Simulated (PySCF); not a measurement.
Excitations are Tamm–Dancoff values on a coarser integration grid. The basis has no diffuse functions, so Rydberg states are missing or too high.

## [1.1.1]propellane `C1C23CC12C3` (charge 0, multiplicity 1)

The numbers are results of ωB97X-D3(BJ)/def2-SVP // B3LYP-D3(BJ)/def2-SVP (PySCF), not measurements.

```yaml
HOMO: -9.79 eV
dipole_moment: 0.00 D
LUMO: 2.62 eV
HOMO–LUMO gap: 12.41 eV
S1 excitation (TDA): 8.44 eV
S1 oscillator strength: 0.311
brightest of the four lowest singlets (TDA): 8.44 eV
T1 excitation (TDA): 4.87 eV
S1–T1 gap (TDA): 3.57 eV
vertical ionisation energy (Delta-SCF): 9.73 eV
total_energy: -193.9774 Ha
cost: roughly 120 core-seconds
```

Bonded distances (Å): C1–C2 1.515, C1–C4 1.515, C1–H6 1.094, C1–H7 1.094, C2–C3 1.515, C2–C4 1.562, C2–C5 1.515, C3–C4 1.515, C3–H8 1.094, C3–H9 1.094, C4–C5 1.515, C5–H10 1.094, C5–H11 1.094. Bond angles (°): C2–C1–C4 62.1, C2–C1–H6 117.5, C2–C1–H7 117.5, C4–C1–H6 117.5, C4–C1–H7 117.5, H6–C1–H7 114.8, C1–C2–C3 95.8, C1–C2–C4 59.0, C1–C2–C5 95.8, C3–C2–C4 59.0, C3–C2–C5 95.8, C4–C2–C5 59.0, C2–C3–C4 62.1, C2–C3–H8 117.5, C2–C3–H9 117.5, C4–C3–H8 117.5, C4–C3–H9 117.5, H8–C3–H9 114.8, C1–C4–C2 59.0, C1–C4–C3 95.8, C1–C4–C5 95.8, C2–C4–C3 59.0, C2–C4–C5 59.0, C3–C4–C5 95.8, C2–C5–C4 62.1, C2–C5–H10 117.5, C2–C5–H11 117.5, C4–C5–H10 117.5, C4–C5–H11 117.5, H10–C5–H11 114.8.
Charge 0, spin multiplicity 1.
